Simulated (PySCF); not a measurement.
Vertical excitations of a molecule C3H8BNO from TDA-B3LYP/def2-SVPD (PySCF 2.14.0), as energy in eV (oscillator strength): 6.42 (0.023), 6.94 (0.009), 7.33 (0.009), 7.50 (0.032), 7.60 (0.017), 7.63 (0.004), 7.99 (0.005), 8.00 (0.040), 8.07 (0.033), 8.12 (0.059). Lowest triplet (TDA): 6.21 eV. The structure is a stationary point at TPSSh-D3(BJ)/def2-SVP. Other conformers were not sampled.

Q: Pick the molecule that these values belong to.
A) C[C@H]1COB1N
B) C[C@@H]1OCB1N
C) OB1CCCN1
D) C=C(C)B(N)O

A: A, C[C@H]1COB1N
